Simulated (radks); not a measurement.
Results of a calculation; reference values are marked as such.
Spherical quantum dot in the effective-mass picture: electrons in a parabolic well V = omega^2 r^2 / 2 with omega = 0.469, all in effective atomic units (hartree* = m*/eps^2 hartree, bohr* = eps/m* bohr), one dielectric constant everywhere. Level of theory: non-relativistic Kohn-Sham, LDA (Slater exchange, Perdew-Wang correlation), spin-polarised, spherical densities (a radial shooting solver with Libxc functionals). Levels are named by radial order and angular momentum (1s, 1p, 1d, 2s, ...), and open shells are averaged over m.

N = 29, configuration 1s2 1p6 1d10 2s2 1f(up 7, down 2). This is the lowest configuration that the search found. Occupied and some empty levels:

| level | occupation | eigenvalue (hartree*) | <r> (bohr*) |
|---|---|---|---|
| 1s up | 1 | 8.0825 | 2.985 |
| 1s down | 1 | 8.0987 | 2.908 |
| 1p up | 3 | 8.2274 | 3.652 |
| 1p down | 3 | 8.2512 | 3.613 |
| 1d up | 5 | 8.3989 | 4.086 |
| 1d down | 5 | 8.4264 | 4.072 |
| 2s up | 1 | 8.4536 | 3.371 |
| 2s down | 1 | 8.4704 | 3.414 |
| 1f up | 7 | 8.5956 | 4.415 |
| 1f down | 2 | 8.6245 | 4.415 |
| 2p up | 0 | 8.6890 | 3.748 |
| 2p down | 0 | 8.7053 | 3.764 |
| 1g up | 0 | 8.8155 | 4.684 |
| 1g down | 0 | 8.8443 | 4.693 |
| 2d up | 0 | 8.9398 | 4.114 |
| 2d down | 0 | 8.9573 | 4.118 |

Energy (hartree*): total 151.485, kinetic 10.575, external 54.264, Hartree 95.212, exchange-correlation -8.5670.
